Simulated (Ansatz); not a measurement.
Program: Ansatz. Geometries: PBE0-D4/def2-TZVP. ΔE: electronic, gas phase. CBS: MP2 limit from def2 TZ/QZ plus the TZ coupled-cluster correction, frozen cores. DFT in def2-TZVPP. B3LYP here is the variant with VWN-RPA as its local correlation; programs differ in this. HSE06 is defined as in plane-wave codes. One conformer a species, not always the lowest.

Reaction (isomerisation): `BC(B)C` → `CBBC`

```
             level  ΔE (kcal/mol)  difference from CCSD(T)/CBS
       LDA (SPW92)           -8.7                         -2.1
            PBE-D4           -9.6                         -3.0
         revPBE-D4           -8.7                         -2.1
           BLYP-D4           -8.9                         -2.3
         r2SCAN-D4           -9.3                         -2.7
            B97M-V          -11.1                         -4.5
          B3LYP-D4           -8.5                         -1.9
        r2SCANh-D4           -8.9                         -2.3
        r2SCAN0-D4           -8.4                         -1.8
          HSE06-D4           -8.8                         -2.2
          BHLYP-D4           -7.6                         -1.0
      CAM-B3LYP-D4           -8.0                         -1.4
           ωB97X-V           -7.3                         -0.7
            B2PLYP           -7.7                         -1.1
          PBE-QIDH           -7.0                         -0.4
               PBE          -10.1                         -3.5
            revPBE          -10.8                         -4.2
              BLYP          -10.3                         -3.7
            r2SCAN           -9.4                         -2.8
             B3LYP           -9.4                         -2.8
           r2SCANh           -9.0                         -2.4
             HSE06           -9.2                         -2.6
             BHLYP           -8.2                         -1.6
         CAM-B3LYP           -8.4                         -1.8
           LC-ωPBE           -8.4                         -1.8
RPA@PBE/def2-TZVPP           -4.7                          1.9
       HF/def2-SVP           -6.6                          0.0
      MP2/def2-SVP           -4.3                          2.3
     CCSD/def2-SVP           -5.7                          0.9
     HF/def2-TZVPP           -7.0                         -0.4
    MP2/def2-TZVPP           -4.9                          1.7
SCS-MP2/def2-TZVPP           -5.0                          1.6
   CCSD/def2-TZVPP           -6.7                         -0.1
CCSD(T)/def2-TZVPP           -6.3                          0.3
     HF/def2-QZVPP           -6.9                         -0.3
    MP2/def2-QZVPP           -5.1                          1.5
SCS-MP2/def2-QZVPP           -5.2                          1.4
      HF/CBS(def2)           -6.9                         -0.3
     MP2/CBS(def2)           -5.3                          1.3
    CCSD/CBS(def2)           -7.0                         -0.4
       CCSD(T)/CBS           -6.6                            0
```

Largest T1 diagnostic among the species: 0.011.

At CCSD(T), def2-SVP lies +1.4 kcal/mol from the extrapolated value and def2-TZVPP +0.3 kcal/mol. Leaving LDA and LC-ωPBE aside and taking each functional with its dispersion term where it has one, the values, not all of them listed here, spread over 4.2 kcal/mol, from B97M-V to ωB97M-V. LDA lies +1.4 kcal/mol from PBE without D4. From BLYP to BHLYP (50 % exact exchange), in def2-TZVPP and without D4, ΔE moves by +2.1 kcal/mol.
